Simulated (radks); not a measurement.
The numbers below are computed, except where a source is named.
Question: The oxygen anion O2-, [Ne], held by a Watson sphere: a shell of charge +1.56 at radius R that stands for the Madelung well of a crystal (potential energy -1.56/R inside, -1.56/r outside, in hartree with lengths in bohr). Level of theory: non-relativistic Kohn-Sham, LDA (Slater exchange, VWN5 correlation), spin-polarised, spherical densities, point nucleus (a radial shooting solver on a logarithmic mesh with Libxc functionals). Response by self-consistent Sternheimer equations with the Hartree and adiabatic LDA kernel. The sphere does not respond.

| R (bohr) | e(1s) (eV) | e(2s) (eV) | e(2p) (eV) | <r> 2p (bohr) | sum of <r^2> (bohr^2) | X-ray form factor at sin(theta)/lambda = 0.2 1/angstrom | alpha (bohr^3) |
|---|---|---|---|---|---|---|---|
| 1.77 | -500.06 | -18.071 | -3.986 | 1.495 | 22.10 | 6.121 | 17.55 |
| 2.83 | -500.48 | -15.705 | -2.091 | 1.726 | 30.09 | 5.773 | 49.17 |
| 2.96 | -500.45 | -15.524 | -1.920 | 1.751 | 31.14 | 5.752 | 55.74 |
| 3.26 | -500.37 | -15.171 | -1.572 | 1.809 | 33.67 | 5.717 | 74.36 |
| 3.72 | -500.24 | -14.770 | -1.149 | 1.895 | 37.91 | 5.686 | 115.6 |
| 3.78 | -500.22 | -14.728 | -1.102 | 1.907 | 38.50 | 5.683 | 122.5 |
| 3.84 | -500.20 | -14.687 | -1.057 | 1.918 | 39.10 | 5.681 | 129.7 |
| 3.94 | -500.18 | -14.625 | -0.986 | 1.936 | 40.12 | 5.677 | 142.9 |

Estimate the row for R = 2.99 bohr.

Answer: e(1s) (eV) -500.44; e(2s) (eV) -15.485; e(2p) (eV) -1.883; <r> 2p (bohr) 1.757; sum of <r^2> (bohr^2) 31.39; X-ray form factor at sin(theta)/lambda = 0.2 1/angstrom 5.748; alpha (bohr^3) 57.37.
